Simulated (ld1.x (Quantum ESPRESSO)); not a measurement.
Er (Z = 68), TM: configuration errors across variants

erbium (Er), norm-conserving Troullier–Martins (Kleinman–Bylander form), made with ld1.x (Quantum ESPRESSO) 7.5 (LDA (PZ), scalar-relativistic). Core [Kr] 4d10 5s2, reference 4f12 5p6 5d0 6s2 6p0. Waves: 6s (bound): rc 2.70 bohr; 5p (bound): rc 2.15 bohr; 5d (bound, empty): rc 3.95 bohr; 4f (bound): rc 1.25 bohr. Local part: all-electron potential smoothed inside 3.20 bohr (lloc = -1). Core correction: Bessel-smoothed model core inside 0.75 bohr.

All-electron excitation energies from the reference (eV): (1) 4f12 5p6 5d0 6s1 6p0 6.605; (2) 4f12 5p6 5d0 6s0 6p0 18.771; (3) 4f11 5p6 5d0 6s0 6p0 45.319; (4) 4f12 5p5 5d0 6s2 6p0 31.996; (5) 4f11 5p6 5d1 6s2 6p0 4.818; (6) 4f12 5p6 5d1 6s1 6p0 2.958; (7) 4f12 5p6 5d0 6s2 6p0 spin -0.707; (8) 4f12 5p6 5d0 6s1 6p0 spin 5.685.

Spin tests fill each open shell by Hund’s rule, majority spin first.

6 further variants failed, have other tests or another functional or relativity, and are left out.

Errors AE − PS in meV (a dash: test not solved or not reliable):

```csv
change,(1),(2),(3),(4),(5),(6),(7),(8),bound ghosts
base,+1.1,-23,-325,+100,-531,+5.3,+54,+39,none
wave 5p (bound): rc 2.15 bohr becomes 5p (bound): rc 2.10 bohr,+1.1,-23,-331,+100,-535,+5.3,+54,+39,none
core correction none,+2.1,-13,-263,+120,-498,+6.4,+781,+752,none
```

Problem. Give the same row for: wave 5d (bound): rc 3.95 bohr becomes 5d (bound): rc 2.46 bohr.

Solution. +1.1, -23, -325, +100, -384, -6.7, +54, –; bound ghosts: none.
